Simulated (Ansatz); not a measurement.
`[SH][GeH]([SH])[SH]` and `[SH][SnH]([SH])[SH]` differ in one element.

Ansatz, PBE0-D4/def2-TZVP geometries, multiplicity 1. Each molecule was computed in one conformer, which needn't be the lowest.

Elements past krypton have def2 core potentials. Scalar relativity is left out up to krypton.

| property | `[SH][GeH]([SH])[SH]` |
| --- | --- |
| HOMO energy (ωB97M-V/def2-TZVPP) / eV | -9.66 |
| HOMO–LUMO gap (PBE0/def2-TZVPP) / eV | 6.62 |
| HOMO energy (PBE0/def2-TZVPP) / eV | -7.51 |
| HOMO–LUMO gap (PBE/def2-TZVPP) / eV | 4.46 |
| LUMO energy (PBE/def2-TZVPP) / eV | -1.83 |
| LUMO energy (PBE0/def2-TZVPP) / eV | -0.89 |

(1) Give the same properties after the change, and the shifts. (An estimate is asked.)

Results:

(1) The calculation gave: 
```csv
property,`[SH][SnH]([SH])[SH]`,shift
HOMO energy (ωB97M-V/def2-TZVPP) / eV,-9.71,-0.05
HOMO–LUMO gap (PBE0/def2-TZVPP) / eV,6.01,-0.61
HOMO energy (PBE0/def2-TZVPP) / eV,-7.55,-0.04
HOMO–LUMO gap (PBE/def2-TZVPP) / eV,3.91,-0.55
LUMO energy (PBE/def2-TZVPP) / eV,-2.42,-0.59
LUMO energy (PBE0/def2-TZVPP) / eV,-1.55,-0.66
```
